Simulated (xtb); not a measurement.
xtb input (GFN1-xTB):

```bash
xtb mol.xyz --gfn 1 --opt tight --chrg 1 --uhf 0
```
mol.xyz:
```
5

Zn    -0.34635109    -0.19918104    -0.27335905
C      1.09346963     0.62883710     0.86302549
H      1.56320467    -0.22494741     1.34319911
H      0.54464400     1.28148225     1.53608599
H      1.72186619     1.14587364     0.14333342
```

End of the output:

```
         :::::::::::::::::::::::::::::::::::::::::::::::::::::
         ::                     SUMMARY                     ::
         :::::::::::::::::::::::::::::::::::::::::::::::::::::
         :: total energy              -4.036101730076 Eh    ::
         :: gradient norm              0.000059004182 Eh/a0 ::
         :: HOMO-LUMO gap              3.932834069740 eV    ::
         ::.................................................::
         :: SCC energy                -4.092625584753 Eh    ::
         :: -> electrostatic           0.117736749253 Eh    ::
         :: repulsion energy           0.057378259842 Eh    ::
         :: dispersion energy         -0.000854405164 Eh    ::
         :: halogen bond corr.         0.000000000000 Eh    ::
         :: add. restraining           0.000000000000 Eh    ::
         :: total charge               1.000000000000 e     ::
         :::::::::::::::::::::::::::::::::::::::::::::::::::::

           -------------------------------------------------
          |                Property Printout                |
           -------------------------------------------------

    * Orbital Energies and Occupations

         #    Occupation            Energy/Eh            Energy/eV
      -------------------------------------------------------------
         1        2.0000           -0.8592040             -23.3801
         2        2.0000           -0.7593261             -20.6623
         3        2.0000           -0.7593261             -20.6623
         4        2.0000           -0.7059897             -19.2110 (HOMO)
         5                         -0.5614607             -15.2781 (LUMO)
         6                         -0.4163975             -11.3308
         7                         -0.4163975             -11.3308
         8                         -0.3629801              -9.8772
         9                         -0.2544797              -6.9247
        10                         -0.2544797              -6.9247
        11                         -0.0598337              -1.6282
        12                          0.0552787               1.5042
        13                          0.0552787               1.5042
        14                          0.1865757               5.0770
      -------------------------------------------------------------
                  HL-Gap            0.1445290 Eh            3.9328 eV
             Fermi-level           -0.6337252 Eh          -17.2445 eV

  Mulliken/CM5 charges         n(s)   n(p)   n(d)
     1Zn    0.65936  0.70215   1.180  0.161  0.000
     2C    -0.02397 -0.21229   1.087  2.937  0.000
     3H     0.12154  0.17004   0.878  0.000  0.000
     4H     0.12154  0.17004   0.878  0.000  0.000
     5H     0.12154  0.17004   0.878  0.000  0.000

Wiberg/Mayer (AO) data.
largest (>0.10) Wiberg bond orders for each atom

 ---------------------------------------------------------------------------
     #   Z sym  total        # sym  WBO       # sym  WBO       # sym  WBO
 ---------------------------------------------------------------------------
     1  30 Zn   1.281 --     2 C    1.138
     2   6 C    3.948 --     1 Zn   1.138     4 H    0.937     3 H    0.937
                             5 H    0.937
     3   1 H    0.985 --     2 C    0.937
     4   1 H    0.985 --     2 C    0.937
     5   1 H    0.985 --     2 C    0.937
 ---------------------------------------------------------------------------

Topologies differ in total number of bonds
Writing topology from bond orders to xtbtopo.mol

 dipole moment from electron density (au)
     X       Y       Z
   0.0483   0.0277   0.0381  total (Debye):    0.171

           -------------------------------------------------
          |                Geometry Summary                 |
           -------------------------------------------------

      molecular mass/u    :       80.4123407
   center of mass at/Å    :       -0.0548448      -0.0315404      -0.0432865
Note: The following floating-point exceptions are signalling: IEEE_DENORMAL
normal termination of xtb
  moments of inertia/u·Å² :        0.3338349E+01   0.5119601E+02   0.5119601E+02
rotational constants/cm⁻¹ :        0.5049691E+01   0.3292763E+00   0.3292763E+00

 * 4 selected distances

     #   Z          #   Z                                           value/Å
     1  30 Zn       2   6 C                                       1.9518950 (max)
     2   6 C        3   1 H                                       1.0883329
     2   6 C        4   1 H                                       1.0883329
     2   6 C        5   1 H                                       1.0883329 (min)

 * 2 distinct bonds (by element types)

   Z      Z             #   av. dist./Å        max./Å        min./Å
   1 H    6 C           3     1.0883329     1.0883329     1.0883329
   6 C   30 Zn          1     1.9518950     1.9518950     1.9518950

optimized geometry written to: xtbopt.xyz

           -------------------------------------------------
          | TOTAL ENERGY               -4.036101730076 Eh   |
          | GRADIENT NORM               0.000059004182 Eh/α |
          | HOMO-LUMO GAP               3.932834069740 eV   |
           -------------------------------------------------

------------------------------------------------------------------------
------------------------------------------------------------------------
 total:
 SCF:
 ANC optimizer:
```
